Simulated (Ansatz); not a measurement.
**Nudged elastic band run: ClF3H3O2W**

Input file:

```yaml
crystal:
  periodic: [false, false, false]
  atoms:
    - { symbol: W, position_ang: [0.436954, 0.031784, -0.477352] }
    - { symbol: H, position_ang: [-1.602703, -0.484817, 1.816031] }
    - { symbol: F, position_ang: [1.942943, -0.41994, -1.528593] }
    - { symbol: O, position_ang: [0.692034, 1.892676, -0.319253] }
    - { symbol: H, position_ang: [-0.04018, 2.352605, 0.15655] }
    - { symbol: F, position_ang: [-1.234087, 0.464538, 0.509623] }
    - { symbol: O, position_ang: [1.084783, -0.802036, 1.046688] }
    - { symbol: H, position_ang: [0.513153, -1.143908, 1.794089] }
    - { symbol: F, position_ang: [-0.676626, -0.525758, -1.869106] }
    - { symbol: Cl, position_ang: [-1.368974, -1.365146, 2.793626] }
magnetization:
  spin_polarized: true
  initial_magnetization: 1
basis:
  gaussian: { orbitals: def2-SVP }
hamiltonian:
  xc: pbe
neb:
  order_check: false
  images: 5
  f_tol: 0.05
  max_iterations: 60
  final_atoms:
    - { symbol: W, position_ang: [0.03979699, -0.111172, -0.60153145] }
    - { symbol: H, position_ang: [0.36572871, 0.55947991, 2.35210316] }
    - { symbol: F, position_ang: [1.86344767, -0.52292817, -0.21237653] }
    - { symbol: O, position_ang: [-0.00260997, 1.3715752, 0.6110285] }
    - { symbol: H, position_ang: [-0.86936922, 1.84531012, 0.58864509] }
    - { symbol: F, position_ang: [-1.64121132, 0.61827574, -1.18048372] }
    - { symbol: O, position_ang: [-0.62859095, -1.56606899, 0.3337261] }
    - { symbol: H, position_ang: [-0.29502355, -1.67777339, 1.26614751] }
    - { symbol: F, position_ang: [0.53317882, -0.04277794, -2.40769591] }
    - { symbol: Cl, position_ang: [0.38194982, -0.47392249, 3.17274026] }
  initial_path:
    images:
      - { positions_ang: [[0.436954, 0.031784, -0.477352], [-1.602703, -0.484817, 1.816031], [1.942943, -0.41994, -1.528593], [0.692034, 1.892676, -0.319253], [-0.04018, 2.352605, 0.15655], [-1.234087, 0.464538, 0.509623], [1.084783, -0.802036, 1.046688], [0.513153, -1.143908, 1.794089], [-0.676626, -0.525758, -1.869106], [-1.368974, -1.365146, 2.793626]] }
      - { positions_ang: [[0.30848222, 0.02816735, -0.31578997], [-1.13798376, -0.35340792, 1.86298832], [1.92318342, -0.30398135, -0.9369185], [0.50597452, 1.91357274, -0.16984414], [-0.15554549, 2.35626279, -0.10713475], [-1.41625365, 0.34766939, 0.26249457], [0.71292924, -1.17252337, 0.6596902], [0.41465803, -1.53533706, 1.45510264], [-0.3524907, -0.30861715, -1.8538971], [-1.05565683, -0.97180742, 3.06561173]] }
      - { positions_ang: [[0.18001043, 0.02455071, -0.15422794], [-0.67326451, -0.22199884, 1.90994565], [1.90342384, -0.18802269, -0.345244], [0.31991505, 1.93446947, -0.02043528], [-0.27091098, 2.35992058, -0.37081949], [-1.59842031, 0.23080077, 0.01536613], [0.34107548, -1.54301073, 0.2726924], [0.31616307, -1.92676613, 1.11611628], [-0.02835541, -0.0914763, -1.83868821], [-0.74233966, -0.57846884, 3.33759746]] }
      - { positions_ang: [[0.05153865, 0.02093406, 0.0073341], [-0.20854527, -0.09058976, 1.95690297], [1.88366426, -0.07206404, 0.2464305], [0.13385557, 1.95536621, 0.12897359], [-0.38627647, 2.36357837, -0.63450424], [-1.78058696, 0.11393216, -0.2317623], [-0.03077828, -1.9134981, -0.11430539], [0.2176681, -2.31819519, 0.77712992], [0.29577989, 0.12566455, -1.82347931], [-0.42902249, -0.18513025, 3.60958318]] }
      - { positions_ang: [[0.04762476, -0.02310129, -0.19562109], [-0.01712061, 0.12610013, 2.08863637], [1.8769254, -0.22235208, 0.09349482], [0.08836706, 1.76076921, 0.28965856], [-0.54730739, 2.19082229, -0.22678779], [-1.73412842, 0.28204668, -0.54800278], [-0.23004917, -1.79768839, 0.03503844], [0.04677088, -2.10472126, 0.94013578], [0.37491286, 0.06951705, -2.01821818], [-0.15869839, -0.28139433, 3.46396887]] }
      - { positions_ang: [[0.04371087, -0.06713664, -0.39857627], [0.17430405, 0.34279002, 2.22036977], [1.87018653, -0.37264012, -0.05944085], [0.04287854, 1.5661722, 0.45034353], [-0.70833831, 2.0180662, 0.18092865], [-1.68766987, 0.45016121, -0.86424325], [-0.42932006, -1.68187869, 0.18438227], [-0.12412633, -1.89124732, 1.10314164], [0.45404584, 0.01336955, -2.21295705], [0.11162572, -0.37765841, 3.31835457]] }
      - { positions_ang: [[0.03979699, -0.111172, -0.60153145], [0.36572871, 0.55947991, 2.35210316], [1.86344767, -0.52292817, -0.21237653], [-0.00260997, 1.3715752, 0.6110285], [-0.86936922, 1.84531012, 0.58864509], [-1.64121132, 0.61827574, -1.18048372], [-0.62859095, -1.56606899, 0.3337261], [-0.29502355, -1.67777339, 1.26614751], [0.53317882, -0.04277794, -2.40769591], [0.38194982, -0.47392249, 3.17274026]] }
```

Command:

```bash
$ ansatz run input.yaml --threads 4 --pin off --max-ram 5120MiB --backend cpu --events-out ev --progress --plain --runs-dir out
```

Output, in part (warnings, iteration lines, the closing report on the highest movable image, with atoms numbered from 0):

```
NEB end point (image 0): max|allowed force component| = 8.939e-3 eV/Å (the criterion of neb.relax_end_points is 1.000e-2)
NEB end point (image 6): max|allowed force component| = 1.613e-2 eV/Å (the criterion of neb.relax_end_points is 1.000e-2)
NEB iter   1: max|band force component| = 1.423e1 eV/Å  barrier→ = 5.9028 eV  barrier← = 5.6898 eV  Δτ_max = 0.2000 Å  (947 SCF iters)
NEB iter   2: max|band force component| = 2.543e0 eV/Å  barrier→ = 2.2910 eV  barrier← = 2.0780 eV  Δτ_max = 0.2000 Å  (249 SCF iters)
NEB iter   3: max|band force component| = 1.411e0 eV/Å  barrier→ = 1.6375 eV  barrier← = 1.4244 eV  Δτ_max = 0.2000 Å  (226 SCF iters)
NEB iter   4: max|band force component| = 1.595e0 eV/Å  barrier→ = 1.2011 eV  barrier← = 0.9880 eV  Δτ_max = 0.1001 Å  (226 SCF iters)
NEB iter   5: max|band force component| = 1.329e0 eV/Å  barrier→ = 0.9740 eV  barrier← = 0.7609 eV  Δτ_max = 0.1012 Å  (219 SCF iters)
NEB iter   6: max|band force component| = 8.796e-1 eV/Å  barrier→ = 0.9063 eV  barrier← = 0.6932 eV  Δτ_max = 0.1024 Å  (224 SCF iters)
NEB iter   7: max|band force component| = 3.670e-1 eV/Å  barrier→ = 0.8642 eV  barrier← = 0.6511 eV  CI = image 4  Δτ_max = 0.1003 Å  (210 SCF iters)
NEB iter   8: max|band force component| = 3.629e-1 eV/Å  barrier→ = 0.8428 eV  barrier← = 0.6297 eV  CI = image 4  Δτ_max = 0.1001 Å  (212 SCF iters)
NEB iter   9: max|band force component| = 3.279e-1 eV/Å  barrier→ = 0.8109 eV  barrier← = 0.5979 eV  CI = image 4  Δτ_max = 0.0997 Å  (192 SCF iters)
NEB iter  10: max|band force component| = 4.388e-1 eV/Å  barrier→ = 0.7740 eV  barrier← = 0.5610 eV  CI = image 4  Δτ_max = 0.0508 Å  (196 SCF iters)
NEB iter  11: max|band force component| = 3.509e-1 eV/Å  barrier→ = 0.7546 eV  barrier← = 0.5415 eV  CI = image 4  Δτ_max = 0.0500 Å  (193 SCF iters)
NEB iter  12: max|band force component| = 3.102e-1 eV/Å  barrier→ = 0.7335 eV  barrier← = 0.5204 eV  CI = image 4  Δτ_max = 0.0499 Å  (188 SCF iters)
NEB iter  13: max|band force component| = 2.890e-1 eV/Å  barrier→ = 0.7104 eV  barrier← = 0.4974 eV  CI = image 4  Δτ_max = 0.1000 Å  (195 SCF iters)
NEB iter  14: max|band force component| = 2.614e-1 eV/Å  barrier→ = 0.6653 eV  barrier← = 0.4522 eV  CI = image 4  Δτ_max = 0.0998 Å  (212 SCF iters)
NEB iter  15: max|band force component| = 3.029e-1 eV/Å  barrier→ = 0.5981 eV  barrier← = 0.3851 eV  CI = image 4  Δτ_max = 0.0500 Å  (211 SCF iters)
NEB iter  16: max|band force component| = 2.497e-1 eV/Å  barrier→ = 0.5690 eV  barrier← = 0.3559 eV  CI = image 4  Δτ_max = 0.0501 Å  (204 SCF iters)
NEB iter  17: max|band force component| = 2.575e-1 eV/Å  barrier→ = 0.5467 eV  barrier← = 0.3337 eV  CI = image 4  Δτ_max = 0.0501 Å  (209 SCF iters)
NEB iter  18: max|band force component| = 2.624e-1 eV/Å  barrier→ = 0.5267 eV  barrier← = 0.3136 eV  CI = image 4  Δτ_max = 0.0501 Å  (204 SCF iters)
NEB iter  19: max|band force component| = 2.654e-1 eV/Å  barrier→ = 0.5088 eV  barrier← = 0.2957 eV  CI = image 4  Δτ_max = 0.0501 Å  (209 SCF iters)
NEB iter  20: max|band force component| = 2.658e-1 eV/Å  barrier→ = 0.4934 eV  barrier← = 0.2804 eV  CI = image 4  Δτ_max = 0.0501 Å  (204 SCF iters)
NEB iter  21: max|band force component| = 2.625e-1 eV/Å  barrier→ = 0.4779 eV  barrier← = 0.2648 eV  CI = image 4  Δτ_max = 0.1002 Å  (196 SCF iters)
NEB iter  22: max|band force component| = 2.503e-1 eV/Å  barrier→ = 0.4519 eV  barrier← = 0.2388 eV  CI = image 4  Δτ_max = 0.2000 Å  (199 SCF iters)
NEB iter  23: max|band force component| = 2.086e-1 eV/Å  barrier→ = 0.4085 eV  barrier← = 0.1955 eV  CI = image 4  Δτ_max = 0.2000 Å  (201 SCF iters)
NEB iter  24: max|band force component| = 1.500e-1 eV/Å  barrier→ = 0.3754 eV  barrier← = 0.1623 eV  CI = image 4  Δτ_max = 0.2000 Å  (194 SCF iters)
NEB iter  25: max|band force component| = 2.204e-1 eV/Å  barrier→ = 0.3552 eV  barrier← = 0.1422 eV  CI = image 4  Δτ_max = 0.1008 Å  (203 SCF iters)
NEB iter  26: max|band force component| = 1.680e-1 eV/Å  barrier→ = 0.3494 eV  barrier← = 0.1364 eV  CI = image 4  Δτ_max = 0.1003 Å  (187 SCF iters)
NEB iter  27: max|band force component| = 1.575e-1 eV/Å  barrier→ = 0.3456 eV  barrier← = 0.1325 eV  CI = image 4  Δτ_max = 0.1002 Å  (192 SCF iters)
NEB iter  28: max|band force component| = 6.678e-2 eV/Å  barrier→ = 0.3431 eV  barrier← = 0.1300 eV  CI = image 4  Δτ_max = 0.2000 Å  (190 SCF iters)
NEB iter  29: max|band force component| = 1.531e-1 eV/Å  barrier→ = 0.3411 eV  barrier← = 0.1280 eV  CI = image 4  Δτ_max = 0.1008 Å  (197 SCF iters)
NEB iter  30: max|band force component| = 1.304e-1 eV/Å  barrier→ = 0.3418 eV  barrier← = 0.1287 eV  CI = image 4  Δτ_max = 0.0994 Å  (196 SCF iters)
NEB iter  31: max|band force component| = 1.232e-1 eV/Å  barrier→ = 0.3408 eV  barrier← = 0.1278 eV  CI = image 4  Δτ_max = 0.1000 Å  (187 SCF iters)
NEB iter  32: max|band force component| = 7.243e-2 eV/Å  barrier→ = 0.3402 eV  barrier← = 0.1272 eV  CI = image 4  Δτ_max = 0.0983 Å  (189 SCF iters)
NEB iter  33: max|band force component| = 5.894e-2 eV/Å  barrier→ = 0.3398 eV  barrier← = 0.1268 eV  CI = image 4  Δτ_max = 0.0980 Å  (194 SCF iters)
NEB iter  34: max|band force component| = 6.882e-2 eV/Å  barrier→ = 0.3396 eV  barrier← = 0.1266 eV  CI = image 4  Δτ_max = 0.0496 Å  (191 SCF iters)
NEB iter  35: max|band force component| = 7.353e-2 eV/Å  barrier→ = 0.3395 eV  barrier← = 0.1264 eV  CI = image 4  Δτ_max = 0.0251 Å  (188 SCF iters)
NEB iter  36: max|band force component| = 7.122e-2 eV/Å  barrier→ = 0.3395 eV  barrier← = 0.1265 eV  CI = image 4  Δτ_max = 0.0250 Å  (188 SCF iters)
NEB iter  37: max|band force component| = 4.055e-2 eV/Å  barrier→ = 0.3396 eV  barrier← = 0.1265 eV  CI = image 4  Δτ_max = 0.0000 Å  (625 SCF iters)
Total energy: -26618.59544582 eV, -978.2153399018 hartree
Atom 0 at     0.270950     0.014882    -0.756428 Å, force     0.003961     0.011095    -0.004434 eV/Å
Atom 1 at    -1.449442    -0.812078     3.585134 Å, force     0.001548     0.000604     0.001236 eV/Å
Atom 2 at     2.157614    -0.254810    -0.905220 Å, force     0.000040    -0.001126     0.001509 eV/Å
Atom 3 at     0.543432     1.762551    -0.087252 Å, force    -0.000011    -0.000883    -0.000441 eV/Å
Atom 4 at    -0.312296     2.255950    -0.060512 Å, force    -0.000881     0.000099     0.000334 eV/Å
Atom 5 at    -1.545944     0.649679    -0.943309 Å, force    -0.000370    -0.000920     0.000483 eV/Å
Atom 6 at    -0.043033    -1.272271     0.532870 Å, force    -0.009514    -0.017398     0.002025 eV/Å
Atom 7 at     0.051835    -1.247713     1.518543 Å, force     0.006544     0.008055    -0.000601 eV/Å
Atom 8 at     0.224941    -0.274182    -2.615499 Å, force     0.000518     0.000376     0.001759 eV/Å
Atom 9 at    -0.150760    -0.822010     3.653976 Å, force    -0.001835     0.000097    -0.001869 eV/Å
Dipole moment:    -0.532547    -0.055002     1.021052 e Å
```

The run converged. A vibrational analysis at the climbing image gives no mode beyond 40i cm⁻¹: the surface is too flat there to confirm a saddle point.

Final band:

| image | path coordinate (Å) | energy (eV) |
| --- | --- | --- |
| 0 | 0.00 | 0.00 |
| 1 | 1.02 | 0.08 |
| 2 | 2.03 | 0.23 |
| 3 | 3.05 | 0.31 |
| 4 | 4.07 | 0.34 |
| 5 | 5.92 | 0.31 |
| 6 | 7.77 | 0.21 |

Time of the run: 19 min on 4 threads of Arm Neoverse N1 (shared host), peak memory 0.42 GiB.
